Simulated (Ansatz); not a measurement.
Born–Oppenheimer molecular dynamics of CH7ClN2OSi (13 atoms, charge 0, multiplicity 1). It starts from a relaxed structure.

Level of theory: Ansatz 0.2.0, RKS revPBE/6-31G.

| Item | Value |
| --- | --- |
| ensemble | NVT, Nosé–Hoover chain |
| time step | 0.5 fs |
| steps asked | 100 |
| set temperature | 700 K |
| thermostat | time constant 100 fs, chain length 3 (defaults) |
| seed | 803540 |

First frame:

```xyz
13
Properties=species:S:1:pos:R:3
N 0.803 -1.737 -0.914
Si 0.399 -0.180 -0.200
N 0.943 -0.141 1.467
Cl 1.374 1.305 -1.605
C -1.418 0.496 -0.165
O -1.448 1.796 0.547
H 1.075 -1.839 -1.887
H 0.830 -2.587 -0.357
H 0.472 0.478 2.125
H 1.858 -0.471 1.765
H -2.050 -0.177 0.435
H -1.849 0.565 -1.182
H -0.968 2.457 -0.016
```

(1) What does the run give?

(2) What happens to the structure?

(3) How do temperature and energy run in time?

## Answers

(1) The run went to its last step.

- steps done: 100
- time covered: 50 fs
- mean temperature over the second half: 283 K
- spread of the potential energy over the second half: 6.1 meV per atom
- mean potential energy of the second half above the start: 48.1 meV per atom

The conserved energy stayed within 0.59 meV per atom of its start (net change 0.32 meV per atom), so the integration is sound. The mean temperature of the second half is 60 % below the set value. A run of 0.05 ps of so small a system gives no equilibrium averages. Limits of this set-up: no polarisation functions.

(2) The same pairs are bonded in the first frame and the last. Pairs count as bonded within 1.25 times the sum of covalent radii (0.12 Å more for H–H). This is one draw of velocities; another would differ in detail.

(3) 
| time (fs) | T (K) | potential energy less start (eV) | conserved less start (meV/atom) |
| --- | --- | --- | --- |
| 0.0 | 700 | 0.000 | 0.00 |
| 1.5 | 543 | 0.228 | 0.39 |
| 3.0 | 443 | 0.372 | 0.51 |
| 4.5 | 524 | 0.252 | 0.12 |
| 6.0 | 409 | 0.418 | 0.30 |
| 7.5 | 281 | 0.604 | 0.57 |
| 9.0 | 387 | 0.450 | 0.24 |
| 10.5 | 433 | 0.385 | 0.29 |
| 12.0 | 411 | 0.418 | 0.33 |
| 13.5 | 403 | 0.431 | 0.38 |
| 15.0 | 439 | 0.378 | 0.20 |
| 16.5 | 399 | 0.438 | 0.39 |
| 18.0 | 397 | 0.441 | 0.26 |
| 19.5 | 345 | 0.517 | 0.36 |
| 21.0 | 316 | 0.560 | 0.45 |
| 22.5 | 385 | 0.461 | 0.20 |
| 24.0 | 314 | 0.563 | 0.24 |
| 25.5 | 193 | 0.741 | 0.54 |
| 27.0 | 284 | 0.608 | 0.20 |
| 28.5 | 278 | 0.618 | 0.24 |
| 30.0 | 172 | 0.774 | 0.51 |
| 31.5 | 235 | 0.685 | 0.43 |
| 33.0 | 383 | 0.472 | 0.17 |
| 34.5 | 352 | 0.521 | 0.27 |
| 36.0 | 285 | 0.621 | 0.49 |
| 37.5 | 373 | 0.495 | 0.16 |
| 39.0 | 329 | 0.562 | 0.31 |
| 40.5 | 239 | 0.693 | 0.44 |
| 42.0 | 246 | 0.685 | 0.37 |
| 43.5 | 283 | 0.635 | 0.32 |
| 45.0 | 297 | 0.617 | 0.30 |
| 46.5 | 272 | 0.655 | 0.33 |
| 48.0 | 265 | 0.669 | 0.40 |
| 49.5 | 321 | 0.592 | 0.29 |

Run time: 5.1 min on 1 thread of Arm Neoverse V2 (shared host), peak memory 0.26 GiB.
